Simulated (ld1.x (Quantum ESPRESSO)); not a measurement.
**Before and after: RRKJ potential for Ge**

```
Element                 : Ge (Z = 32)
Generator               : ld1.x (Quantum ESPRESSO) 7.5
Type                    : norm-conserving RRKJ (Kleinman–Bylander form)
Functional              : LDA (PZ)
Relativity              : scalar-relativistic
Frozen core             : [Ar] 3d10
Valence charge          : 4
Reference configuration : 4s2 4p2
Partial waves           : 4p (bound): rc 2.10 bohr; 4s (bound): rc 1.40 bohr
Local potential         : the s channel
Core correction         : Bessel-smoothed model core inside 0.85 bohr
rho0                    : 0.01
```

Change: wave 4p (bound): rc 2.10 bohr becomes 4p (bound): rc 1.54 bohr.

Cutoffs: the cutoffs (Ry, on a coarse ladder) from which the occupation-weighted sum of valence levels, in a spherical-Bessel basis at the reference potential, stays within 10 and 1 mRy of its value at 400 Ry; they do not see the model core or the augmentation charge, which bear on the density cutoff. Errors are all-electron minus pseudo energies relative to the spin-unpolarised reference configuration.

Q: How do hardness, ghosts and transferability respond?

A: The potential gets neither clearly harder nor softer (35 Ry and 80 Ry → 40 Ry and 80 Ry); a bound ghost appears in p, which as a rule spoils a file; of the 9 tests that both files solve, the error grows in 3 and shrinks in 2 by more than 15 % and 0.3 meV (median size 16.2 → 11.3 meV).

```tsv
quantity	base	changed
cutoff, loose	35 Ry	40 Ry
cutoff, tight	80 Ry	80 Ry
loose cutoff by channel (10 mRy a level)	p 15 Ry, s 30 Ry	p 6 Ry, s 30 Ry
bound ghosts	none	p
error for 4s2 4p1, meV [ΔE 7.64 eV]	-5.5	-6.0
error for 4s2 4p0, meV [ΔE 23.35 eV]	-37	-43
error for 4s1 4p0, meV [ΔE 58.57 eV]	-235	-261
error for 4s1 4p2, meV [ΔE 16.41 eV]	-34	-30
error for 4s0 4p4, meV [ΔE 16.36 eV]	-68	-46
error for 4s1 4p3, meV [ΔE 8.04 eV]	-16	-11
error for 4s2 4p2.3, meV [ΔE -0.93 eV]	0.0	0.0
error for 4s2 4p2 (spin-polarised), meV [ΔE -0.56 eV]	+1.4	-2.9
error for 4s2 4p1 (spin-polarised), meV [ΔE 7.45 eV]	-5.0	-7.2
```

 A true bound ghost makes a file unfit for plane-wave use even where its test errors are small: the radial tests pick states by their node count and pass the ghost by.
